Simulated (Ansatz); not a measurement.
Cost and result for the atomization energy of `C[Si]SC` (10 atoms, 9 bonds).

```xyz
10

C     0.4171    0.7210    2.1176
Si   -0.1186   -0.6556    0.9183
S     0.0739    0.4744   -0.8514
C    -0.4100   -0.6918   -2.1502
H    -0.3987    0.8875    2.8310
H     1.2617    0.3508    2.7104
H     0.6929    1.6774    1.6703
H    -0.6703   -1.6572   -1.7145
H    -1.2687   -0.2902   -2.6874
H     0.4207   -0.8163   -2.8442
```

Total charge 0; spin multiplicity 1. The structure was optimised at the PBE0-D4/def2-TZVP level. It is one conformer, not always the lowest. Program: Ansatz. Hardware: A = 2 threads of an AMD EPYC 7R13 on a shared host; B = 2 threads of an AMD EPYC 7R13 on a shared host and a share of an NVIDIA H100 80 GB. Times are those of one run each, without the atoms' runs, and a repeat can differ threefold. Electronic energies, without spin–orbit coupling; frozen cores. CCSD(T)/CBS extrapolates def2-TZVPP and def2-QZVPP, and its time is that of the two runs behind it. T1 = 0.014; the RHF reference is unstable towards UHF. B3LYP takes the VWN-RPA correlation (the form of Gaussian; ORCA's B3LYP/G).

CCSD(T)/CBS is a level of theory with its own doubt, some kJ/mol a heavy atom from the limit and from the frozen cores, so smaller differences don't rank the functionals.

```json
{"level": "PBE-D4/def2-TZVPP (with forces) [A]", "functions": "230", "wall time": "2.8 s"}
{"level": "PBE0-D4/def2-TZVPP [A]", "functions": "230", "wall time": "3.8 s"}
{"level": "CCSD(T)/def2-TZVPP [B]", "functions": "230", "wall time": "4.2 s"}
{"level": "r2SCAN-D4/def2-TZVPP (with forces) [A]", "functions": "230", "wall time": "5 s"}
{"level": "B3LYP-D4/def2-TZVPP (with forces) [A]", "functions": "230", "wall time": "5.5 s"}
{"level": "B2PLYP/def2-TZVPP [A]", "functions": "230", "wall time": "7 s"}
{"level": "ωB97X-V/def2-TZVPP [A]", "functions": "230", "wall time": "8 s"}
{"level": "ωB97M-V/def2-TZVPP (with forces) [A]", "functions": "230", "wall time": "12 s"}
{"level": "CCSD(T)/def2-QZVPP [B]", "functions": "434", "wall time": "22 s"}
{"level": "CCSD(T)/CBS(def2)", "functions": "–", "wall time": "26 s"}
```

(1) What atomization energy does each give, and how far from CCSD(T)/CBS? (Estimate.)

Answers

(1) The calculation gave: 
```csv
level,atomization (kcal/mol),difference from CCSD(T)/CBS,per bond
PBE-D4/def2-TZVPP (with forces) [A],866.2,15.4,1.7
PBE0-D4/def2-TZVPP [A],854.6,3.8,0.4
CCSD(T)/def2-TZVPP [B],828.7,-22.1,-2.5
r2SCAN-D4/def2-TZVPP (with forces) [A],853.6,2.8,0.3
B3LYP-D4/def2-TZVPP (with forces) [A],851.4,0.6,0.1
B2PLYP/def2-TZVPP [A],840.4,-10.4,-1.2
ωB97X-V/def2-TZVPP [A],853.4,2.6,0.3
ωB97M-V/def2-TZVPP (with forces) [A],856.3,5.5,0.6
CCSD(T)/def2-QZVPP [B],841.7,-9.1,-1.0
CCSD(T)/CBS(def2),850.8,0.0,0.0
```

In def2-TZVPP, CCSD(T) changes the Hartree–Fock value by +201.4 kcal/mol (the triples alone add +12.5 kcal/mol) and MP2 by +207.7 kcal/mol; breaking electron pairs costs correlation energy, which Hartree–Fock lacks. The D4 term adds +8.5 kcal/mol with B3LYP and +4.4 kcal/mol with PBE0; it sums over pairs of atoms, weighted by their polarisabilities, and B3LYP, whose exchange is more repulsive, gets the larger term. From PBE to PBE0 (25 % exact exchange), in def2-TZVPP and without D4, the atomization energy moves by −10.8 kcal/mol: exact exchange takes away binding that semilocal exchange gives to molecules.
